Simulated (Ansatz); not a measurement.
```yaml
crystal:
  periodic: [true, true, true]
  atoms:
    - {symbol: C, position_ang: [-3.017669, -2.502136, -1.738457]}
    - {symbol: C, position_ang: [-1.620252, -2.041124, -1.363042]}
    - {symbol: C, position_ang: [-1.591811, -0.633145, -0.792004]}
    - {symbol: C, position_ang: [-0.198254, -0.161453, -0.413157]}
    - {symbol: C, position_ang: [-0.182719, 1.246370, 0.160915]}
    - {symbol: C, position_ang: [1.207170, 1.786864, 0.470130]}
    - {symbol: C, position_ang: [1.935630, 1.019930, 1.565616]}
    - {symbol: C, position_ang: [3.265421, 1.656769, 1.889942]}
    - {symbol: Cl, position_ang: [4.136285, 0.760391, 3.166205]}
    - {symbol: H, position_ang: [-3.460592, -1.843766, -2.491206]}
    - {symbol: H, position_ang: [-3.011737, -3.515534, -2.146205]}
    - {symbol: H, position_ang: [-3.680465, -2.498048, -0.868454]}
    - {symbol: H, position_ang: [-0.968499, -2.085473, -2.243444]}
    - {symbol: H, position_ang: [-1.187291, -2.734387, -0.632537]}
    - {symbol: H, position_ang: [-2.242677, -0.587377, 0.090407]}
    - {symbol: H, position_ang: [-2.025699, 0.062672, -1.521349]}
    - {symbol: H, position_ang: [0.450589, -0.198078, -1.297832]}
    - {symbol: H, position_ang: [0.231592, -0.866454, 0.307076]}
    - {symbol: H, position_ang: [-0.672836, 1.922081, -0.549126]}
    - {symbol: H, position_ang: [-0.791993, 1.272921, 1.072850]}
    - {symbol: H, position_ang: [1.121716, 2.838467, 0.767206]}
    - {symbol: H, position_ang: [1.811162, 1.776702, -0.445701]}
    - {symbol: H, position_ang: [1.320882, 0.988999, 2.471146]}
    - {symbol: H, position_ang: [2.104591, -0.016977, 1.264255]}
    - {symbol: H, position_ang: [3.143931, 2.676636, 2.256084]}
    - {symbol: H, position_ang: [3.923528, 1.675141, 1.020674]}
basis:
  gaussian: {orbitals: cc-pVDZ, nuclear_model: gaussian, point_charges: [{charge: -1.00, position_ang: [6.909, -0.319, -0.854]}]}
hamiltonian: {xc: {name: RPBE}, dispersion: d4}
```

```sh
$ ansatz run in.yaml --threads 4 --pin off --events-out ev --progress --plain --max-ram 66560MiB --backend cpu
```

It prints (some lines left out):

```
Error: YAML parse error: error: line 2 column 3: crystal: missing field `lattice` (a structure is typed as `lattice` and `atoms`, a molecule's as `atoms` in Å alone, or read from a run's directory, `checkpoint`)
 --> <input>:2:3
1 | crystal:
2 |   periodic: [true, true, true]
3 |   atoms:
4 |     - {symbol: C, position_ang: [-3.017669, -2.502136, -1.738457]}
```

Question: What is wrong with this run?

Answer: The molecule is marked periodic without a cell. The input was rejected before any iteration.
